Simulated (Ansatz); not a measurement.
**Molecular dynamics of C2H4FSi, charge +1**

Input:

```yaml
crystal:
  periodic: [false, false, false]
  atoms:
    - { symbol: C, position_ang: [-0.339703, 1.443994, 0.029292] }
    - { symbol: C, position_ang: [0.210608, 0.212916, -0.23969] }
    - { symbol: Si, position_ang: [0.078682, -1.436145, 0.2188] }
    - { symbol: F, position_ang: [1.026226, -2.472605, -0.491915] }
    - { symbol: H, position_ang: [0.080248, 2.131594, 0.796731] }
    - { symbol: H, position_ang: [-1.217142, 1.841219, -0.526312] }
    - { symbol: H, position_ang: [1.00236, 0.25059, -1.037773] }
    - { symbol: H, position_ang: [-0.841278, -1.971562, 1.250858] }
total_charge: 1
basis:
  gaussian: { orbitals: "6-31G*" }
hamiltonian:
  xc: lda
md:
  timestep: 0.5
  n_steps: 200
  ensemble: nve
  temperature: 300.0
  initial_velocities: maxwell_boltzmann
  seed: 4087
```

Command:

```bash
$ ansatz run input.yaml --threads 1 --pin off --max-ram 2048MiB --backend cpu --events-out ev --progress --plain --runs-dir out
```

It starts at the highest image of a converged band. Of that band: Neighbouring images differ by up to 1.7 eV, so the band resolves the path poorly. A vibrational analysis at the climbing image gives one clearly imaginary mode, 3678i cm⁻¹: a first-order saddle point.

Output, in part (one step line in 3, the closing report, with atoms numbered from 0):

```
md step     0: t =     0.00 fs  T =   300.0 K  F+E_penalty+E_count = -12653.78607282 eV  E_kin = 0.232668 eV  conserved = -12653.55340482 eV  (71 SCF iters)
md step     3: t =     1.50 fs  T =   229.0 K  F+E_penalty+E_count = -12653.72988421 eV  E_kin = 0.177585 eV  conserved = -12653.55229916 eV  (34 SCF iters)
md step     6: t =     3.00 fs  T =   173.9 K  F+E_penalty+E_count = -12653.68596406 eV  E_kin = 0.134842 eV  conserved = -12653.55112188 eV  (31 SCF iters)
md step     9: t =     4.50 fs  T =   338.7 K  F+E_penalty+E_count = -12653.81392834 eV  E_kin = 0.262687 eV  conserved = -12653.55124085 eV  (31 SCF iters)
md step    12: t =     6.00 fs  T =   720.6 K  F+E_penalty+E_count = -12654.11114530 eV  E_kin = 0.558886 eV  conserved = -12653.55225970 eV  (32 SCF iters)
md step    15: t =     7.50 fs  T =  1189.0 K  F+E_penalty+E_count = -12654.47429139 eV  E_kin = 0.922160 eV  conserved = -12653.55213175 eV  (31 SCF iters)
md step    18: t =     9.00 fs  T =  1750.6 K  F+E_penalty+E_count = -12654.91057166 eV  E_kin = 1.357693 eV  conserved = -12653.55287853 eV  (31 SCF iters)
md step    21: t =    10.50 fs  T =  2261.0 K  F+E_penalty+E_count = -12655.30937987 eV  E_kin = 1.753503 eV  conserved = -12653.55587717 eV  (31 SCF iters)
md step    24: t =    12.00 fs  T =  2352.3 K  F+E_penalty+E_count = -12655.37962747 eV  E_kin = 1.824381 eV  conserved = -12653.55524658 eV  (31 SCF iters)
md step    27: t =    13.50 fs  T =  2145.4 K  F+E_penalty+E_count = -12655.21712196 eV  E_kin = 1.663862 eV  conserved = -12653.55326042 eV  (31 SCF iters)
md step    30: t =    15.00 fs  T =  1987.8 K  F+E_penalty+E_count = -12655.09448266 eV  E_kin = 1.541652 eV  conserved = -12653.55283105 eV  (31 SCF iters)
md step    33: t =    16.50 fs  T =  1956.3 K  F+E_penalty+E_count = -12655.07148739 eV  E_kin = 1.517216 eV  conserved = -12653.55427181 eV  (29 SCF iters)
md step    36: t =    18.00 fs  T =  1803.3 K  F+E_penalty+E_count = -12654.95382204 eV  E_kin = 1.398597 eV  conserved = -12653.55522546 eV  (31 SCF iters)
md step    39: t =    19.50 fs  T =  1406.4 K  F+E_penalty+E_count = -12654.64270424 eV  E_kin = 1.090726 eV  conserved = -12653.55197823 eV  (31 SCF iters)
md step    42: t =    21.00 fs  T =  1197.0 K  F+E_penalty+E_count = -12654.47983031 eV  E_kin = 0.928334 eV  conserved = -12653.55149584 eV  (31 SCF iters)
md step    45: t =    22.50 fs  T =  1258.5 K  F+E_penalty+E_count = -12654.52977359 eV  E_kin = 0.976017 eV  conserved = -12653.55375636 eV  (32 SCF iters)
md step    48: t =    24.00 fs  T =  1292.4 K  F+E_penalty+E_count = -12654.55520242 eV  E_kin = 1.002311 eV  conserved = -12653.55289184 eV  (32 SCF iters)
md step    51: t =    25.50 fs  T =  1410.9 K  F+E_penalty+E_count = -12654.64610357 eV  E_kin = 1.094232 eV  conserved = -12653.55187188 eV  (31 SCF iters)
md step    54: t =    27.00 fs  T =  1786.2 K  F+E_penalty+E_count = -12654.93826052 eV  E_kin = 1.385292 eV  conserved = -12653.55296885 eV  (30 SCF iters)
md step    57: t =    28.50 fs  T =  2246.2 K  F+E_penalty+E_count = -12655.29745708 eV  E_kin = 1.742073 eV  conserved = -12653.55538452 eV  (31 SCF iters)
md step    60: t =    30.00 fs  T =  2443.9 K  F+E_penalty+E_count = -12655.45021185 eV  E_kin = 1.895403 eV  conserved = -12653.55480867 eV  (31 SCF iters)
md step    63: t =    31.50 fs  T =  2474.8 K  F+E_penalty+E_count = -12655.47275714 eV  E_kin = 1.919384 eV  conserved = -12653.55337296 eV  (29 SCF iters)
md step    66: t =    33.00 fs  T =  2493.1 K  F+E_penalty+E_count = -12655.48936655 eV  E_kin = 1.933569 eV  conserved = -12653.55579762 eV  (31 SCF iters)
md step    69: t =    34.50 fs  T =  2192.5 K  F+E_penalty+E_count = -12655.25503269 eV  E_kin = 1.700395 eV  conserved = -12653.55463761 eV  (31 SCF iters)
md step    72: t =    36.00 fs  T =  1699.0 K  F+E_penalty+E_count = -12654.87009207 eV  E_kin = 1.317662 eV  conserved = -12653.55243033 eV  (31 SCF iters)
md step    75: t =    37.50 fs  T =  1354.5 K  F+E_penalty+E_count = -12654.60257720 eV  E_kin = 1.050514 eV  conserved = -12653.55206362 eV  (31 SCF iters)
md step    78: t =    39.00 fs  T =  1208.5 K  F+E_penalty+E_count = -12654.49084388 eV  E_kin = 0.937253 eV  conserved = -12653.55359068 eV  (31 SCF iters)
md step    81: t =    40.50 fs  T =  1024.5 K  F+E_penalty+E_count = -12654.34839104 eV  E_kin = 0.794594 eV  conserved = -12653.55379722 eV  (31 SCF iters)
md step    84: t =    42.00 fs  T =   842.2 K  F+E_penalty+E_count = -12654.20355527 eV  E_kin = 0.653157 eV  conserved = -12653.55039853 eV  (31 SCF iters)
md step    87: t =    43.50 fs  T =  1110.8 K  F+E_penalty+E_count = -12654.41405257 eV  E_kin = 0.861500 eV  conserved = -12653.55255217 eV  (30 SCF iters)
md step    90: t =    45.00 fs  T =  1551.5 K  F+E_penalty+E_count = -12654.75832809 eV  E_kin = 1.203243 eV  conserved = -12653.55508551 eV  (30 SCF iters)
md step    93: t =    46.50 fs  T =  1767.7 K  F+E_penalty+E_count = -12654.92469133 eV  E_kin = 1.370963 eV  conserved = -12653.55372841 eV  (31 SCF iters)
md step    96: t =    48.00 fs  T =  1949.9 K  F+E_penalty+E_count = -12655.06506624 eV  E_kin = 1.512231 eV  conserved = -12653.55283548 eV  (30 SCF iters)
md step    99: t =    49.50 fs  T =  2255.6 K  F+E_penalty+E_count = -12655.30379645 eV  E_kin = 1.749374 eV  conserved = -12653.55442206 eV  (30 SCF iters)
md step   102: t =    51.00 fs  T =  2438.2 K  F+E_penalty+E_count = -12655.44727407 eV  E_kin = 1.890944 eV  conserved = -12653.55633036 eV  (30 SCF iters)
md step   105: t =    52.50 fs  T =  2231.2 K  F+E_penalty+E_count = -12655.28463387 eV  E_kin = 1.730423 eV  conserved = -12653.55421055 eV  (31 SCF iters)
md step   108: t =    54.00 fs  T =  1892.6 K  F+E_penalty+E_count = -12655.02123318 eV  E_kin = 1.467817 eV  conserved = -12653.55341607 eV  (30 SCF iters)
md step   111: t =    55.50 fs  T =  1527.0 K  F+E_penalty+E_count = -12654.73841140 eV  E_kin = 1.184285 eV  conserved = -12653.55412596 eV  (32 SCF iters)
md step   114: t =    57.00 fs  T =  1034.5 K  F+E_penalty+E_count = -12654.35469195 eV  E_kin = 0.802349 eV  conserved = -12653.55234335 eV  (32 SCF iters)
md step   117: t =    58.50 fs  T =   660.0 K  F+E_penalty+E_count = -12654.06282583 eV  E_kin = 0.511840 eV  conserved = -12653.55098559 eV  (32 SCF iters)
md step   120: t =    60.00 fs  T =   631.2 K  F+E_penalty+E_count = -12654.04095792 eV  E_kin = 0.489571 eV  conserved = -12653.55138677 eV  (29 SCF iters)
md step   123: t =    61.50 fs  T =   882.1 K  F+E_penalty+E_count = -12654.23714629 eV  E_kin = 0.684132 eV  conserved = -12653.55301432 eV  (31 SCF iters)
md step   126: t =    63.00 fs  T =  1174.7 K  F+E_penalty+E_count = -12654.46362624 eV  E_kin = 0.911030 eV  conserved = -12653.55259627 eV  (32 SCF iters)
md step   129: t =    64.50 fs  T =  1575.8 K  F+E_penalty+E_count = -12654.77365886 eV  E_kin = 1.222147 eV  conserved = -12653.55151194 eV  (30 SCF iters)
md step   132: t =    66.00 fs  T =  2171.5 K  F+E_penalty+E_count = -12655.23886078 eV  E_kin = 1.684096 eV  conserved = -12653.55476525 eV  (30 SCF iters)
md step   135: t =    67.50 fs  T =  2526.4 K  F+E_penalty+E_count = -12655.51498856 eV  E_kin = 1.959402 eV  conserved = -12653.55558627 eV  (30 SCF iters)
md step   138: t =    69.00 fs  T =  2520.2 K  F+E_penalty+E_count = -12655.50862754 eV  E_kin = 1.954560 eV  conserved = -12653.55406774 eV  (30 SCF iters)
md step   141: t =    70.50 fs  T =  2425.5 K  F+E_penalty+E_count = -12655.43435299 eV  E_kin = 1.881141 eV  conserved = -12653.55321214 eV  (31 SCF iters)
md step   144: t =    72.00 fs  T =  2399.6 K  F+E_penalty+E_count = -12655.41529582 eV  E_kin = 1.861034 eV  conserved = -12653.55426133 eV  (30 SCF iters)
md step   147: t =    73.50 fs  T =  2278.2 K  F+E_penalty+E_count = -12655.32202445 eV  E_kin = 1.766843 eV  conserved = -12653.55518154 eV  (30 SCF iters)
md step   150: t =    75.00 fs  T =  1916.4 K  F+E_penalty+E_count = -12655.04003123 eV  E_kin = 1.486275 eV  conserved = -12653.55375603 eV  (31 SCF iters)
md step   153: t =    76.50 fs  T =  1480.4 K  F+E_penalty+E_count = -12654.70079742 eV  E_kin = 1.148108 eV  conserved = -12653.55268952 eV  (31 SCF iters)
md step   156: t =    78.00 fs  T =  1149.4 K  F+E_penalty+E_count = -12654.44358553 eV  E_kin = 0.891400 eV  conserved = -12653.55218517 eV  (31 SCF iters)
md step   159: t =    79.50 fs  T =   987.1 K  F+E_penalty+E_count = -12654.31810698 eV  E_kin = 0.765581 eV  conserved = -12653.55252613 eV  (32 SCF iters)
md step   162: t =    81.00 fs  T =   961.2 K  F+E_penalty+E_count = -12654.29739564 eV  E_kin = 0.745478 eV  conserved = -12653.55191780 eV  (32 SCF iters)
md step   165: t =    82.50 fs  T =  1139.7 K  F+E_penalty+E_count = -12654.43605009 eV  E_kin = 0.883909 eV  conserved = -12653.55214109 eV  (32 SCF iters)
md step   168: t =    84.00 fs  T =  1480.2 K  F+E_penalty+E_count = -12654.70129235 eV  E_kin = 1.147980 eV  conserved = -12653.55331280 eV  (32 SCF iters)
md step   171: t =    85.50 fs  T =  1820.1 K  F+E_penalty+E_count = -12654.96486765 eV  E_kin = 1.411591 eV  conserved = -12653.55327665 eV  (32 SCF iters)
md step   174: t =    87.00 fs  T =  2144.2 K  F+E_penalty+E_count = -12655.21647215 eV  E_kin = 1.662966 eV  conserved = -12653.55350660 eV  (31 SCF iters)
md step   177: t =    88.50 fs  T =  2392.1 K  F+E_penalty+E_count = -12655.40995394 eV  E_kin = 1.855180 eV  conserved = -12653.55477428 eV  (32 SCF iters)
md step   180: t =    90.00 fs  T =  2352.4 K  F+E_penalty+E_count = -12655.37976224 eV  E_kin = 1.824430 eV  conserved = -12653.55533260 eV  (30 SCF iters)
md step   183: t =    91.50 fs  T =  1972.2 K  F+E_penalty+E_count = -12655.08338463 eV  E_kin = 1.529551 eV  conserved = -12653.55383369 eV  (31 SCF iters)
md step   186: t =    93.00 fs  T =  1501.1 K  F+E_penalty+E_count = -12654.71681449 eV  E_kin = 1.164193 eV  conserved = -12653.55262193 eV  (31 SCF iters)
md step   189: t =    94.50 fs  T =  1143.9 K  F+E_penalty+E_count = -12654.44010569 eV  E_kin = 0.887183 eV  conserved = -12653.55292282 eV  (32 SCF iters)
md step   192: t =    96.00 fs  T =   865.7 K  F+E_penalty+E_count = -12654.22458670 eV  E_kin = 0.671426 eV  conserved = -12653.55316040 eV  (31 SCF iters)
md step   195: t =    97.50 fs  T =   623.1 K  F+E_penalty+E_count = -12654.03589101 eV  E_kin = 0.483257 eV  conserved = -12653.55263411 eV  (31 SCF iters)
md step   198: t =    99.00 fs  T =   547.2 K  F+E_penalty+E_count = -12653.97520876 eV  E_kin = 0.424389 eV  conserved = -12653.55082012 eV  (32 SCF iters)
md step   200: t =   100.00 fs  T =   722.9 K  F+E_penalty+E_count = -12654.11249971 eV  E_kin = 0.560678 eV  conserved = -12653.55182165 eV  (29 SCF iters)
Total energy: -12654.11252835 eV, -465.0300581514 hartree
Atom 0 at    -0.398487     1.305334     0.302022 Å, force     1.598486     0.021512    -3.157674 eV/Å
Atom 1 at     0.228746     0.366228    -0.463416 Å, force    -0.255043    -0.444841     0.004546 eV/Å
Atom 2 at     0.263324    -1.304778     0.075000 Å, force    -3.286817     0.425027     1.447826 eV/Å
Atom 3 at     0.857384    -2.658662    -0.289202 Å, force     1.692172    -1.335695    -0.833941 eV/Å
Atom 4 at    -0.951649     0.990682     1.124123 Å, force    -0.525353     0.366252     2.844661 eV/Å
Atom 5 at    -0.378502     2.281389    -0.231691 Å, force    -1.110109    -0.052554     0.680199 eV/Å
Atom 6 at    -0.061204     0.289471    -1.503812 Å, force     1.555964     1.193371    -1.583937 eV/Å
Atom 7 at    -1.062371    -1.637741     0.696885 Å, force     0.330700    -0.173072     0.598319 eV/Å
Dipole moment:    -0.236179     0.399952     0.111900 e Å
```

All steps were run. The conserved energy stayed within 0.39 meV per atom of its start (net change 0.2 meV per atom), so the integration is sound. The system heated up, since it started high on the potential surface and ran downhill. A run of 0.1 ps of so small a system gives no equilibrium averages. The orbitals stay closed-shell, which can raise the energy where a bond breaks towards radicals; this wasn't checked here. Limits of this set-up: the dipole of an ion depends on the origin.

The step under study would form C2–H7 and break C1–H7. These pairs go: C2–H7 1.12 → 1.08 Å, C1–H7 2.09 → 2.10 Å. In the last frame they stand as after the step (other bonds may differ from the relaxed reactants and products). It ends as one piece, C2H4FSi (total charge +1). Pairs count as bonded within 1.25 times the sum of covalent radii (0.12 Å more for H–H).

Last frame:

```xyz
8
Properties=species:S:1:pos:R:3
C -0.399 1.305 0.302
C 0.229 0.366 -0.463
Si 0.263 -1.305 0.075
F 0.857 -2.659 -0.289
H -0.952 0.991 1.124
H -0.379 2.281 -0.232
H -0.061 0.289 -1.504
H -1.062 -1.638 0.697
```

Time of the run: 4.1 min on 1 thread of Arm Neoverse V1, with other jobs on the host, peak memory 0.12 GiB.
